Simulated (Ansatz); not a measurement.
Br₂Cl₂Si, SMILES `Cl[Si](Cl)(Br)Br` at its PBE0-D4/def2-TZVP geometry, where that method's forces vanish. The species carries charge 0 and has multiplicity 1.

```json
{"atom": "Cl1", "x (Å)": "1.3227", "y (Å)": "1.0931", "z (Å)": "-1.1116"}
{"atom": "Si2", "x (Å)": "0.0248", "y (Å)": "-0.0120", "z (Å)": "-0.0182"}
{"atom": "Cl3", "x (Å)": "0.4921", "y (Å)": "-1.9723", "z (Å)": "-0.2190"}
{"atom": "Br4", "x (Å)": "0.1742", "y (Å)": "0.5614", "z (Å)": "2.0900"}
{"atom": "Br5", "x (Å)": "-2.0138", "y (Å)": "0.3298", "z (Å)": "-0.7412"}
```

(1) For each bond, give half the difference of the two atoms' forces along it (eV/Å; positive pushes the atoms apart) under PBE-D4, r2SCAN-D4, B3LYP-D4, ωB97M-V in def2-TZVPP. (An estimate is asked.)

Answers

(1) Ansatz gave: 
| bond | length (Å) | PBE-D4 | r2SCAN-D4 | B3LYP-D4 | ωB97M-V |
| --- | --- | --- | --- | --- | --- |
| Cl1–Si2 | 2.025 | 0.20 | 0.05 | 0.13 | 0.02 |
| Si2–Cl3 | 2.025 | 0.20 | 0.05 | 0.13 | 0.02 |
| Si2–Br4 | 2.190 | 0.15 | 0.05 | 0.14 | -0.04 |
| Si2–Br5 | 2.190 | 0.15 | 0.05 | 0.14 | -0.04 |

B3LYP here is the variant with VWN-RPA as its local correlation; programs differ in this.
